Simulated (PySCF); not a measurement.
## One change at a time: excitation energies

Theory: PySCF 2.14.0, density-fitted response routines, TDDFT PBE0/def2-SVPD, vertical, gas phase, core orbitals frozen in the response. Geometries: GFN2-xTB; one conformer of each isolated species. Triplets are in the Tamm–Dancoff approximation.

Parent: `Cn1ncc(F)n1`, with lowest singlet excitation energy 6.44 eV, HOMO–LUMO gap 7.29 eV, LUMO energy -0.41 eV, HOMO energy -7.70 eV, lowest triplet energy 4.75 eV. Its spectrum: 192 nm (f 0.180 summed over 2 states); 169 nm (f 0.032); 164 nm (f 0.008); 163 nm (f 0.037); 159 nm (f 0.001).

Shifts from the parent:

```tsv
change	SMILES	Δ S1 (eV)	Δ gap (eV)	Δ LUMO (eV)	Δ HOMO (eV)	Δ T1 (eV)
F replaced by SCH3	CSc1cnn(C)n1	-1.23	-1.24	+0.23	+1.48	-0.66
F replaced by C2H5	CCc1cnn(C)n1	-0.07	-0.02	+0.43	+0.45	+0.04
F replaced by Cl	Cn1ncc(Cl)n1	-0.28	-0.27	-0.08	+0.19	-0.10
```

Task: Predict the same shifts for this change: F replaced by ethynyl (`C#Cc1cnn(C)n1`).

Result: Δ lowest singlet excitation energy -0.78 eV, Δ HOMO–LUMO gap -0.86 eV, Δ LUMO energy -0.34 eV, Δ HOMO energy +0.51 eV, Δ lowest triplet energy -0.68 eV. Spectrum: 219 nm (f 0.303); 213 nm (f 0.000); 201 nm (f 0.000); 200 nm (f 0.000); 198 nm (f 0.028). S1 falls most with F replaced by SCH3 (-1.23 eV); all changes lower it. S1 is simply the lowest singlet of each species and needn't be the same kind of state throughout. Over these 4 changes the shifts of S1 and of the HOMO–LUMO gap correlate with r = 1.00.

Lowest levels of each derivative:
- `CSc1cnn(C)n1`: 5.21 eV (f 0.108); 5.22 eV (f 0.006); 5.97 eV (f 0.005)
- `C#Cc1cnn(C)n1`: 5.66 eV (f 0.303); 5.81 eV (f 0.000); 6.16 eV (f 0.000)
- `CCc1cnn(C)n1`: 6.37 eV (f 0.006); 6.40 eV (f 0.202); 7.02 eV (f 0.037)
- `Cn1ncc(Cl)n1`: 6.16 eV (f 0.165); 6.36 eV (f 0.000); 6.97 eV (f 0.001)
